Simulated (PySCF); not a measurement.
C5H5Cl. Atoms are numbered in the order given.

```xyz
11

C      2.4601    -0.5494     0.7216
C      1.4297    -0.7598     0.1211
C      0.2174    -1.0160    -0.6044
C     -1.0901    -1.2359     0.1311
C     -0.8944     0.0079    -0.6589
Cl    -0.7186     1.5458     0.1562
H      3.3715    -0.3577     1.2565
H      0.3578    -1.5843    -1.5310
H     -1.7787    -1.9944    -0.2498
H     -1.0528    -1.1394     1.2185
H     -1.4169     0.1160    -1.6121
```

Coordinates come from a PBE0-D3(BJ)/def2-SVP optimisation.

Computed with SMD-ωB97X/6-31G* (PySCF).

Solvation free energies are E(SMD) − E(gas) at the gas-phase geometry, for 1 M in both phases. In vacuum the dipole moment is 1.96 D.

### Question
Rank water, toluene, ethylethanoate by solvation free energy, most negative first.

### Answer
ethylethanoate (-6.7 kcal/mol), toluene (-5.6 kcal/mol), water (-3.2 kcal/mol)
